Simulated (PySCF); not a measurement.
Calculation: PBE-D3(BJ)/def2-TZVP // B3LYP-D3(BJ)/def2-TZVP (PySCF 2.14.0). Isolated molecules, 0 K electronic values unless said otherwise. One relaxed conformer stands for a flexible species; it need not be the lowest. Excitations are Tamm–Dancoff values on a coarser integration grid. The basis has no diffuse functions, so Rydberg states are missing or too high.

Reference species (SMILES): `N[Si](N)(N)S` (neutral, multiplicity 1).

| Item | Result |
|---|---|
| HOMO–LUMO gap | 5.38 eV |
| S1 excitation (TDA) | 5.44 eV |

Changed species: `S[Si](S)(S)S` (4 of 4 NH2 replaced by SH; the reference has 1 of 4 NH2 replaced by SH).

### Question
Give the shifts of the HOMO–LUMO gap and S1 excitation (TDA).

### Answer
the HOMO–LUMO gap falls by 1.13 eV, to 4.25 eV; the S1 excitation (TDA) decreases by 1.14 eV, to 4.30 eV.
